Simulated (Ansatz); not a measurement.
Steps of a relaxation of `[CH3][Hf]([OH])([OH])[Br]` with RKS PBE0-D4/def2-TZVP.

```sh
$ ansatz run in.yaml --threads 2 --pin off --events-out ev --progress --plain --max-ram 22528MiB --backend cuda --devices 0, --max-vram 18GiB
```

```yaml
crystal:
  periodic: [false, false, false]
  atoms:
    - {symbol: C, position_ang: [-1.439100, -0.649830, -0.179910]}
    - {symbol: Hf, position_ang: [0.504300, 0.362350, 0.128280]}
    - {symbol: O, position_ang: [1.147340, -0.239550, 1.780770]}
    - {symbol: O, position_ang: [1.588350, 0.242520, -1.392730]}
    - {symbol: Br, position_ang: [0.343650, 2.861080, 0.106690]}
    - {symbol: H, position_ang: [-2.062230, -0.626560, 0.726930]}
    - {symbol: H, position_ang: [-2.019820, -0.151870, -0.971660]}
    - {symbol: H, position_ang: [-1.364090, -1.703740, -0.471220]}
    - {symbol: H, position_ang: [1.334000, -1.151600, 2.012280]}
    - {symbol: H, position_ang: [1.967600, 1.057200, -1.739420]}
basis:
  gaussian: {orbitals: def2-TZVP}
hamiltonian: {xc: pbe0, dispersion: d4}
relax: {f_tol: 0.005, max_steps: 150}
```

Positions (Å) and forces (eV/Å) along the path, 13 of 15 steps:

```xyz
10
step=1 energy=-76559.4857 eV
C    -1.439   -0.650   -0.180   -0.357   -0.130   -0.134
Hf    0.504    0.362    0.128   -2.117    1.595   -0.108
O     1.147   -0.240    1.781    0.837   -1.336    1.433
O     1.588    0.243   -1.393    1.335   -0.352   -1.537
Br    0.344    2.861    0.107   -0.245    0.424    0.205
H    -2.062   -0.627    0.727    0.132    0.051   -0.061
H    -2.020   -0.152   -0.972    0.093   -0.047    0.056
H    -1.364   -1.704   -0.471    0.029   -0.028   -0.037
H     1.334   -1.152    2.012    0.184    0.135    0.413
H     1.968    1.057   -1.739    0.109   -0.311   -0.231
10
step=2 energy=-76559.7993 eV
C    -1.444   -0.645   -0.200    0.082    0.171    0.002
Hf    0.465    0.474    0.150    0.032   -0.098    0.096
O     1.178   -0.278    1.796   -0.168   -0.123   -0.465
O     1.605    0.176   -1.393   -0.004    0.355    0.124
Br    0.237    2.997    0.198   -0.147   -0.082    0.103
H    -2.050   -0.620    0.716    0.013    0.032   -0.029
H    -2.030   -0.157   -0.989    0.006   -0.001    0.014
H    -1.350   -1.700   -0.486    0.132    0.090    0.011
H     1.373   -1.186    2.033    0.110    0.123    0.155
H     2.016    0.939   -1.826   -0.056   -0.469   -0.011
10
step=4 energy=-76559.8943 eV
C    -1.447   -0.552   -0.227   -0.164   -0.134   -0.011
Hf    0.438    0.509    0.191    0.224   -0.189   -0.013
O     1.125   -0.299    1.807    0.929   -1.508    0.144
O     1.558    0.045   -1.328    0.167    0.782   -0.163
Br   -0.021    2.985    0.413    0.005   -0.002   -0.005
H    -2.127   -0.557    0.636    0.082    0.008   -0.098
H    -1.976   -0.080   -1.067    0.035   -0.037    0.057
H    -1.258   -1.599   -0.508   -0.032    0.147    0.046
H     1.675   -1.104    2.004   -0.975    1.528   -0.266
H     2.032    0.652   -1.921   -0.271   -0.596    0.309
10
step=5 energy=-76560.0099 eV
C    -1.444   -0.541   -0.237   -0.052   -0.017   -0.067
Hf    0.444    0.504    0.201   -0.007    0.186    0.141
O     1.122   -0.365    1.771    0.068   -0.134   -0.007
O     1.537    0.157   -1.330    0.186    0.232   -0.334
Br   -0.068    2.968    0.551    0.020   -0.105   -0.009
H    -2.162   -0.488    0.589    0.035    0.003   -0.038
H    -1.914   -0.108   -1.129   -0.018   -0.053    0.043
H    -1.244   -1.599   -0.445   -0.064    0.008   -0.007
H     1.701   -1.049    2.101   -0.028    0.093    0.042
H     2.026    0.521   -2.072   -0.140   -0.214    0.236
10
step=6 energy=-76560.0430 eV
C    -1.444   -0.529   -0.260    0.010   -0.019   -0.011
Hf    0.445    0.516    0.200    0.159   -0.298   -0.134
O     1.152   -0.439    1.696    0.016    0.027    0.061
O     1.499    0.278   -1.373   -0.014    0.088   -0.024
Br   -0.111    2.927    0.663   -0.040    0.186    0.063
H    -2.154   -0.466    0.570   -0.021    0.013    0.019
H    -1.922   -0.105   -1.149   -0.029    0.011   -0.016
H    -1.259   -1.590   -0.458   -0.012   -0.011   -0.007
H     1.731   -0.957    2.248   -0.030    0.037   -0.030
H     2.062    0.364   -2.137   -0.039   -0.034    0.079
10
step=7 energy=-76560.0524 eV
C    -1.450   -0.534   -0.270   -0.009   -0.004   -0.005
Hf    0.445    0.511    0.182    0.025   -0.011   -0.005
O     1.172   -0.427    1.676    0.003   -0.011   -0.021
O     1.481    0.356   -1.409   -0.015   -0.015    0.006
Br   -0.123    2.915    0.732   -0.011    0.025    0.009
H    -2.151   -0.463    0.569    0.011   -0.002    0.008
H    -1.942   -0.105   -1.151    0.009    0.004   -0.003
H    -1.282   -1.598   -0.471   -0.009   -0.003   -0.002
H     1.741   -0.918    2.260   -0.006    0.013    0.004
H     2.110    0.263   -2.117    0.002    0.004    0.010
10
step=8 energy=-76560.0532 eV
C    -1.454   -0.536   -0.272    0.024    0.005    0.004
Hf    0.446    0.507    0.175   -0.009   -0.029   -0.009
O     1.182   -0.441    1.656    0.004    0.003    0.001
O     1.471    0.352   -1.424    0.003    0.005   -0.002
Br   -0.121    2.909    0.740   -0.004    0.010    0.003
H    -2.144   -0.469    0.577   -0.005    0.002   -0.002
H    -1.949   -0.095   -1.144   -0.006    0.003    0.004
H    -1.294   -1.599   -0.484   -0.002    0.002   -0.002
H     1.736   -0.891    2.284   -0.003    0.002   -0.002
H     2.127    0.265   -2.107   -0.001   -0.002    0.005
10
step=9 energy=-76560.0534 eV
C    -1.453   -0.535   -0.271    0.004   -0.008   -0.002
Hf    0.447    0.504    0.172   -0.006    0.010    0.003
O     1.187   -0.441    1.653    0.003   -0.003    0.002
O     1.472    0.354   -1.428    0.003   -0.001   -0.004
Br   -0.132    2.904    0.738    0.004    0.001    0.000
H    -2.139   -0.473    0.582    0.000    0.000   -0.001
H    -1.953   -0.085   -1.136   -0.002    0.001    0.002
H    -1.297   -1.596   -0.494   -0.003   -0.002   -0.002
H     1.735   -0.888    2.289   -0.002    0.002   -0.002
H     2.134    0.257   -2.104   -0.001   -0.001    0.002
10
step=10 energy=-76560.0533 eV rejected
C    -1.454   -0.538   -0.273   -0.003    0.000   -0.001
Hf    0.446    0.504    0.170   -0.011    0.003    0.005
O     1.189   -0.444    1.647    0.030   -0.021    0.035
O     1.469    0.358   -1.432    0.059   -0.010   -0.057
Br   -0.127    2.904    0.743    0.001   -0.007   -0.003
H    -2.138   -0.477    0.582    0.002   -0.002    0.003
H    -1.958   -0.083   -1.133    0.002    0.001   -0.001
H    -1.303   -1.598   -0.500    0.004    0.006    0.001
H     1.735   -0.878    2.295   -0.029    0.021   -0.035
H     2.141    0.252   -2.099   -0.055    0.008    0.054
10
step=11 energy=-76560.0534 eV
C    -1.453   -0.536   -0.272   -0.001   -0.003    0.000
Hf    0.446    0.504    0.172    0.002    0.002    0.001
O     1.187   -0.440    1.653   -0.002    0.001   -0.003
O     1.471    0.354   -1.428   -0.003    0.000    0.003
Br   -0.129    2.906    0.737    0.001    0.000    0.000
H    -2.137   -0.479    0.583    0.001   -0.001    0.000
H    -1.957   -0.082   -1.133    0.000    0.001    0.001
H    -1.298   -1.596   -0.500    0.000    0.000   -0.001
H     1.735   -0.886    2.289    0.000    0.000    0.001
H     2.136    0.254   -2.102    0.001   -0.001   -0.001
10
step=12 energy=-76560.0534 eV
C    -1.455   -0.537   -0.272   -0.002    0.007    0.002
Hf    0.445    0.505    0.170    0.004   -0.004   -0.003
O     1.188   -0.440    1.649    0.010   -0.008    0.017
O     1.469    0.352   -1.430    0.000    0.003    0.001
Br   -0.126    2.908    0.737    0.000   -0.002   -0.001
H    -2.133   -0.492    0.588    0.005   -0.003   -0.008
H    -1.965   -0.073   -1.124    0.002   -0.006    0.007
H    -1.297   -1.593   -0.515   -0.004    0.003    0.000
H     1.733   -0.878    2.294   -0.013    0.010   -0.017
H     2.141    0.248   -2.096   -0.003    0.000    0.002
10
step=14 energy=-76560.0535 eV
C    -1.454   -0.536   -0.272    0.000    0.000    0.000
Hf    0.446    0.505    0.171    0.000    0.000    0.000
O     1.186   -0.438    1.652    0.000    0.000    0.000
O     1.471    0.352   -1.429    0.000    0.000    0.000
Br   -0.127    2.908    0.734    0.000    0.000    0.000
H    -2.131   -0.495    0.589    0.000    0.000    0.000
H    -1.966   -0.071   -1.122    0.000    0.000    0.000
H    -1.296   -1.592   -0.518    0.000    0.000    0.000
H     1.733   -0.879    2.294    0.000    0.000    0.000
H     2.139    0.247   -2.098    0.000    0.000    0.000
10
step=15 energy=-76560.0535 eV
C    -1.454   -0.537   -0.272   -0.001   -0.001    0.000
Hf    0.446    0.506    0.171    0.000   -0.001    0.000
O     1.186   -0.437    1.653   -0.001    0.001   -0.002
O     1.471    0.352   -1.429    0.000    0.000    0.001
Br   -0.127    2.908    0.733    0.000    0.000    0.000
H    -2.129   -0.499    0.590    0.000    0.000    0.000
H    -1.968   -0.068   -1.119    0.000    0.000    0.000
H    -1.296   -1.591   -0.523    0.000    0.001    0.000
H     1.732   -0.879    2.294    0.002   -0.001    0.002
H     2.139    0.245   -2.098    0.000    0.000   -0.001
```

It took 25 s on 2 threads of an AMD EPYC 7R13 on a shared host and a share of an NVIDIA H100 80 GB, with 0.93 GiB of host memory at the peak.
